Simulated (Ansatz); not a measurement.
A run for Ansatz (a program for electronic structure): R-wB97X-V/def2-TZVPP on BiH3Te2 (SMILES [TeH][BiH][TeH]), a point of a torsion scan. Elements past Kr take the def2 small-core potentials; no spin–orbit coupling.

Ansatz 0.2 input:
```yaml
crystal:
  periodic: [false, false, false]
  atoms:
    - {symbol: Te, position_ang: [-2.51950174, 0.43904946, 0.21487831]}
    - {symbol: Bi, position_ang: [0.22021232, 0.68973225, 0.78149461]}
    - {symbol: Te, position_ang: [-0.08319240, 2.15054463, 3.16069754]}
    - {symbol: H, position_ang: [-2.34147573, 1.23549965, -1.22913065]}
    - {symbol: H, position_ang: [0.10818229, -0.80110485, 1.77041127]}
    - {symbol: H, position_ang: [0.53134596, 3.52186116, 2.45931803]}
basis:
  gaussian:
    orbitals: def2-TZVPP
hamiltonian:
  xc: {name: wB97X-V}
scf: {lower_state_search: off}
```

Task: Give the final energy of this run.

Result: -752.4709 hartree.

Task: How many basis functions does it have, and what does it roughly cost on one machine?

Result: 192 functions; very roughly 9 core-seconds.
